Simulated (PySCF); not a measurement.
W(OH)(H)5 (H6OW), SMILES [OH][WH5], multiplicity 1.

Coordinates come from a PBE0-D3(BJ)/def2-TZVP optimisation. The multiplicity is an assumed one; no other spin state was optimised. The structure was generated by enumeration; whether it is a known compound was not checked. The def2 effective core potentials stand for the cores of W; spin–orbit coupling is left out.

All values below come from PBE/def2-TZVPD (PySCF).

Symmetry labels are those of the subgroup Cs that the program uses (full group Cs).

Computed valence orbital energies around the gap with their symmetry:
| orbital | symmetry | energy (eV) |
|---|---|---|
| HOMO−7 | A' | -13.51 |
| HOMO−6 | A' | -10.31 |
| HOMO−5 | A' | -9.35 |
| HOMO−4 | A" | -9.29 |
| HOMO−3 | A' | -7.72 |
| HOMO−2 | A" | -7.35 |
| HOMO−1 | A" | -7.01 |
| HOMO | A' | -6.70 |
| LUMO | A' | -3.48 |
| LUMO+1 | A' | -2.50 |
| LUMO+2 | A" | -2.21 |
| LUMO+3 | A' | -0.81 |
